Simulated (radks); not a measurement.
These are the eigenvalues of the occupied orbitals of an atom or ion with whole-number occupations (hartree). Calculated with a radial shooting solver on a logarithmic mesh with Libxc functionals: non-relativistic Kohn-Sham, exchange-only LDA, spin-polarised, spherical densities, point nucleus.

orbital  eigenvalue
1s        -2902.421
2s        -490.2003
2p        -472.2334
3s        -117.8951
3p        -109.3181
3d        -93.25611
4s        -27.12671
4p        -23.36397
4d        -16.40349
4f         -6.96653
5s         -5.58022
5p         -4.31346
5d         -2.25871

Which element is it, and in what charge state? The configuration may be excited. Open shells, if any, are filled with parallel spins first.

Answer. Z = 82, lead, charge +4: Pb4+ in [Xe] 4f14 5d10. The list shows which subshells hold electrons but not how many an open one holds; the 1s level, -2902.4 hartree, gives Z - s = 76.2 by -(Z - s)^2/2, which with screening narrows Z to a few neighbours, and the depths of the outer levels then fix element, charge and occupations together.
